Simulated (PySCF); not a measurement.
Computed shifts of a molecule C2H5BO2, PBE/pcSseg-1 (PySCF), GIAO, gas phase, atoms alike by connectivity averaged where their shifts nearly agree, in ppm (number of nuclei): ¹³C: 148.1 (1), 138.7 (1). ¹H: 6.96 (1), 6.60 (1), 6.01 (1), 3.99 (1), 3.89 (1). References: ¹¹B against BF3 (σ = 83.9 ppm); ¹³C against TMS (σ = 182.0 ppm); ¹H against TMS (σ = 31.49 ppm); ¹⁷O against H2O (σ = 334.3 ppm), references at their B3LYP-D3(BJ)/def2-TZVP geometries, non-relativistic. Coordinates come from a B3LYP-D3(BJ)/def2-SVP optimisation. One conformer was computed; it need not be the lowest.

Q: Which molecule gave these data?
(A) OB1CCO1
(B) C=CB(O)O
(C) OB1COC1
(D) BOC(C)=O

A: B, C=CB(O)O
